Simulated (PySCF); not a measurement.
Molecule: In(F)2(Me), SMILES [In]([CH3])([F])[F] (CH3F2In). Atoms near the plane z = 0.0 Å, at the B3LYP/def2-SVP optimised geometry (x, y, z in Å): In1 (-0.7, 0.0, 0.0), F2 (-1.8, 1.6, 0.0), F3 (-1.8, -1.6, 0.0), C4 (1.5, 0.0, 0.0), H5 (1.8, -0.6, -0.9), H6 (1.8, -0.5, 0.9), H7 (1.8, 1.0, -0.1).

Calculation: B3LYP/def2-TZVP, def2 effective core potentials past Kr run with PySCF 2.14.0. The core electrons that the potentials of In replace are not part of the density. Cells within 0.4 Å of a nucleus heavier than hydrogen are left out (blank, or x). The values are rescaled to run from 0 to 1.

```
|555555555555555555555555555|
|555555555555555555555555555|
|555555555555555555555555555|
|555555555555555555555555555|
|555555555555555555555555555|
|445555666655555555555555555|
|444455799765555555555555555|
|4444446x9865555555555555555|
|444442xxx655555555555555555|
|4444320x2455544455555555555|
|444433112455444455555555555|
|444443333454444445555555555|
|4444444445xx34444xx55555544|
|4444445554xxx5544xxx5555444|
|55555555542x655544x44444444|
|555556666545555554444444444|
|555556887544555554444444444|
|5555679x7544445544444444444|
|555557xxx234444444444444444|
|5555553xx134444444444444444|
|555544300234444444444444444|
|554444333344444444444444444|
|444444444444444444444444444|
|444444444444444444444444444|
|444444444444444444444444444|
|444444444444444444444444444|
|444444444444444444444444444|
```
Scale: ten equal steps from 0.000 (start of '0') to 1.00 (end of '9'), in the order '0123456789'; x runs from -4.00 to 4.00, y from -4.00 (bottom) to 4.00 (top).

Q: Which quantity is mapped?
(A) an orbital amplitude
(B) log10 of the electron density
(C) electron localisation function
(D) deformation density (molecule minus spherical neutral atoms)

A: A, an orbital amplitude. In full: HOMO−1 amplitude (bohr^(-3/2)), clipped to [-0.25, 0.25].
